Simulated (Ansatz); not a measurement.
# A relaxation, step by step

BAsH6SO2, closed shell, PBE0-D4/def2-TZVP (Ansatz 0.2.0). Settings:

```yaml
hamiltonian: {xc: pbe0, dispersion: d4}
relax: {f_tol: 0.005, max_steps: 200}
```

Start, a step off a saddle point along its unstable mode:

B1  (0.203, -0.335, -0.591)
S2  (0.009, 1.443, -1.279)
O3  (-0.833, -1.262, -0.814)
O4  (1.522, -0.867, -0.548)
H5  (-0.149, 0.594, 0.555)
As6  (-0.197, -0.296, 1.849)
H7  (-1.344, 1.362, -1.340)
H8  (-0.596, -1.815, -1.563)
H9  (2.191, -0.184, -0.575)
H10  (0.674, 0.864, 2.307)
H11  (-1.480, 0.497, 1.999)
(Å)

```csv
step,energy less the last (meV),largest force component (eV/Å)
1,1590.8,1.221
4,510.9,1.990
7,110.0,0.356
10,96.1,0.093
13,88.9,0.157
16,81.1,0.056
19,78.4,0.118
22,76.9,0.183
25,74.1,0.072
28,68.2,0.144
31,53.1,0.324
34,34.4,0.195
37,22.0,0.408
40 (rejected trial),11.1,0.332
43,6.4,0.123
46,2.8,0.052
49,0.7,0.060
52,0.0,0.020
54,0.0,0.004
```

Step 22, positions (Å) and forces (eV/Å):

```csv
atom,x,y,z,Fx,Fy,Fz
B1,0.311,-0.219,-1.430,-0.075,0.015,0.017
S2,0.136,1.258,-2.508,0.010,-0.183,0.115
O3,-0.796,-0.915,-1.057,0.079,0.009,-0.005
O4,1.536,-0.621,-0.979,0.009,0.113,-0.089
H5,0.075,0.930,1.589,-0.038,-0.077,0.061
As6,-0.400,-0.319,2.324,0.082,0.123,0.089
H7,-1.199,1.174,-2.603,0.010,-0.003,0.001
H8,-0.584,-1.631,-0.444,-0.003,0.102,-0.080
H9,2.268,-0.080,-1.284,-0.032,-0.052,0.034
H10,0.336,0.070,3.607,-0.063,-0.042,-0.125
H11,-1.684,0.355,2.785,0.020,-0.005,-0.018
```

Step 28, positions (Å) and forces (eV/Å):

| atom | x | y | z | Fx | Fy | Fz |
| --- | --- | --- | --- | --- | --- | --- |
| B1 | 0.300 | -0.181 | -1.471 | 0.018 | -0.015 | -0.043 |
| S2 | 0.162 | 1.133 | -2.740 | 0.038 | -0.056 | 0.057 |
| O3 | -0.815 | -0.830 | -1.054 | 0.039 | -0.083 | 0.135 |
| O4 | 1.512 | -0.518 | -0.938 | -0.023 | 0.044 | -0.013 |
| H5 | 0.109 | 0.968 | 1.771 | -0.029 | -0.077 | 0.012 |
| As6 | -0.431 | -0.336 | 2.345 | 0.094 | 0.131 | 0.096 |
| H7 | -1.170 | 1.044 | -2.860 | -0.017 | -0.011 | 0.002 |
| H8 | -0.621 | -1.449 | -0.334 | -0.042 | 0.124 | -0.144 |
| H9 | 2.258 | -0.020 | -1.278 | -0.016 | 0.003 | -0.003 |
| H10 | 0.359 | -0.164 | 3.642 | -0.086 | -0.035 | -0.106 |
| H11 | -1.662 | 0.352 | 2.916 | 0.025 | -0.025 | 0.006 |

Step 49, positions (Å) and forces (eV/Å):

| atom | x | y | z | Fx | Fy | Fz |
| --- | --- | --- | --- | --- | --- | --- |
| B1 | 0.170 | 0.021 | -1.519 | -0.018 | -0.004 | 0.050 |
| S2 | 0.579 | 0.163 | -3.296 | -0.006 | -0.003 | 0.016 |
| O3 | -1.109 | -0.206 | -1.138 | 0.017 | 0.005 | -0.009 |
| O4 | 1.148 | 0.144 | -0.569 | 0.018 | 0.007 | -0.015 |
| H5 | 0.233 | 1.142 | 2.592 | -0.009 | 0.006 | 0.005 |
| As6 | -0.569 | -0.115 | 2.321 | 0.030 | -0.038 | 0.060 |
| H7 | -0.680 | -0.023 | -3.719 | 0.008 | 0.001 | 0.000 |
| H8 | -1.201 | -0.252 | -0.173 | 0.014 | 0.002 | -0.029 |
| H9 | 2.028 | 0.308 | -0.913 | -0.033 | -0.007 | -0.012 |
| H10 | 0.579 | -1.036 | 2.698 | -0.048 | 0.027 | -0.018 |
| H11 | -1.179 | -0.147 | 3.715 | 0.027 | 0.005 | -0.048 |

Last step (54):

```xyz
11
angstrom
B 0.1616 0.0290 -1.5082
S 0.5981 0.1215 -3.2817
O -1.1232 -0.1770 -1.1404
O 1.1319 0.1674 -0.5517
H 0.2318 1.1465 2.6157
As -0.5718 -0.1032 2.3159
H -0.6550 -0.0665 -3.7206
H -1.2265 -0.2042 -0.1770
H 2.0146 0.3109 -0.8974
H 0.5830 -1.0350 2.6251
H -1.1444 -0.1895 3.7204
```

Hardware: 8 CPU threads of an Arm Neoverse V2, shared host. Wall time 2 min; peak host memory 0.7 GiB.
